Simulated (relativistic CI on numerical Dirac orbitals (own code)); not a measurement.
## Ni2+ in a cubic cluster: 3p photoemission with charge transfer

Computed with a charge-transfer multiplet model of a cubic metal-ligand cluster with up to 2 ligand holes, Slater and spin-orbit integrals from Dirac-Coulomb-Breit ions, Slater integrals scaled by 0.9. The parameters are those of a tetrahedral site (10Dq negative, t2 hopping the larger). The ground state mixes d8 with configurations of k ligand holes L, whose averages lie at kΔ + k(k − 1)U_dd/2; a core hole lowers each added d electron by U_cd. 300 K, Lorentzian 0.9 eV and Gaussian 0.8 eV FWHM.

Atomic integrals in eV (Slater integrals scaled, ζ unscaled), ground: F2dd 10.953, F4dd 6.797, zeta_d 0.080; with the core hole: F2dd 11.950, F4dd 7.462, zeta_d 0.088, zeta_core 1.457, F2cd 12.854, G1cd 15.878, G3cd 9.674.

Cluster parameters (eV): U_dd = 6.9, U_cd = 8.7, 10Dq = -0.15, 10Dq(ligand) = 0, V(eg) = 0.9, V(t2g) = -1.53, final-state hopping factor = 1.

```
     Case   n_d    d8   d9L  d10L2     S
Δ = -2 eV  8.71  0.34  0.61   0.05  1.00
Δ = -1 eV  8.56  0.47  0.50   0.03  1.00
 Δ = 0 eV  8.41  0.60  0.38   0.02  1.00
 Δ = 1 eV  8.30  0.71  0.28   0.01  1.00
 Δ = 4 eV  8.11  0.89  0.11   0.00  1.00
```

Weights, n_d and S are thermal averages at 300 K. Binding energies count from the first peak over 30 % of the highest in each spectrum, which can be another peak from case to case. The parameters are a model scan and need not match a compound or its usual spin state. Peaks in eV (height, largest 100):
- Δ = -2 eV: 0.0 (100), 7.6 (64), 15.0 (45), 18.6 (11), 28.2 (9)
- Δ = -1 eV: 0.0 (100), 7.2 (71), 14.2 (45), 17.5 (20), 21.2 (6), 24.8 (8), 27.0 (15)
- Δ = 0 eV: 0.0 (100), 6.4 (71), 13.0 (42), 15.0 (34), 16.2 (33), 20.0 (9), 23.6 (12), 25.8 (23)
- Δ = 1 eV: 0.0 (100), 5.8 (80), 7.8 (51), 11.9 (48), 15.3 (59), 19.1 (12), 22.6 (17), 24.9 (31)
- Δ = 4 eV: 0.0 (100), 3.8 (53), 5.8 (75), 8.5 (52), 13.4 (45), 15.1 (29), 20.3 (21), 22.5 (39)

For the case Δ = 1 eV, Δ = 1 eV is smaller than U_dd = 6.9 eV, the charge-transfer side of the Zaanen-Sawatzky-Allen scheme. With the core hole the configuration with one ligand hole lies at Δ − U_cd = -10.7, -9.7, -8.7, -7.7, -4.7 eV from the one without, in the order of the table; where this is negative the screened configuration lies lower.
